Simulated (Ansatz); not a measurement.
`OP[SiH3]` + `C[SiH2]BO` → `O[SiH2]PO` + `B[SiH2]C`  (redistribution)

Isolated molecules relaxed with PBE0-D4/def2-TZVP in Ansatz; ΔE leaves out vibrations. CBS: MP2 limit from def2 TZ/QZ plus the TZ coupled-cluster correction, frozen cores. DFT in def2-TZVPP. B3LYP here is the variant with VWN-RPA as its local correlation; programs differ in this. Each species was taken in one conformer, which may not be the lowest.

```json
{"level": "PBE0-D4", "ΔE (kJ/mol)": "62.9"}
{"level": "B3LYP-D4", "ΔE (kJ/mol)": "58.8"}
{"level": "PBE0", "ΔE (kJ/mol)": "63.8"}
{"level": "BHLYP", "ΔE (kJ/mol)": "53.8"}
```

Task: What does CCSD(T)/CBS give? (An estimate is asked.)

Result: Ansatz gave: +53.9 kJ/mol. The listed levels differ from it by 9.0, 4.9, 9.9, -0.1 kJ/mol.

Largest T1 diagnostic among the species: 0.013.

From BLYP to BHLYP (50 % exact exchange), in def2-TZVPP and without D4, ΔE moves by −11.3 kJ/mol. Leaving LDA and LC-ωPBE aside and taking each functional with its dispersion term where it has one, the values, not all of them listed here, spread over 16.1 kJ/mol, from BHLYP-D4 to PBE-D4. LDA lies +5.2 kJ/mol from PBE without D4.
